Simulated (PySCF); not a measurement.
GeH6O2Si, SMILES [OH][GeH]([OH])[SiH3]. Atoms are numbered in the order given.

```xyz
10

O     -1.1240    -1.0640    -1.0210
Ge    -0.4266    -0.0281     0.2668
O     -0.9902     1.6613     0.0499
Si     1.9323    -0.2551    -0.0273
H     -2.0932    -1.0890    -0.9772
H     -1.0110    -0.3875     1.6460
H     -0.6674     2.0412    -0.7821
H      2.3031     0.2529    -1.3768
H      2.3417    -1.6799     0.0987
H      2.6377     0.5532     1.0051
```

Coordinates come from a TPSSh-D3(BJ)/def2-SVP optimisation. The structure was generated by enumeration, and PubChem lists no compound with its InChIKey, so it may never have been made. Other conformers were not sampled.

Method: KT2/pcSseg-1 (PySCF).

GIAO shieldings, no solvent; atoms listed in one row are averaged. δ = σ(ref) − σ: ¹⁷O against H2O (σ = 330.4 ppm); ⁷³Ge against GeH4 (σ = 1669.3 ppm); ²⁹Si against TMS (σ = 361.9 ppm); ¹H against TMS (σ = 31.47 ppm), references at their B3LYP-D3(BJ)/def2-TZVP geometries, non-relativistic.

Computed chemical shifts:
```
nucleus        atoms  count  δ (ppm)
-------  -----------  -----  -------
¹⁷O               O3      1     90.9
¹⁷O               O1      1     80.3
⁷³Ge             Ge2      1    410.0
²⁹Si             Si4      1   -106.2
¹H                H6      1     6.33
¹H       H8, H9, H10      3     3.80
¹H                H5      1     1.92
¹H                H7      1     1.75
```
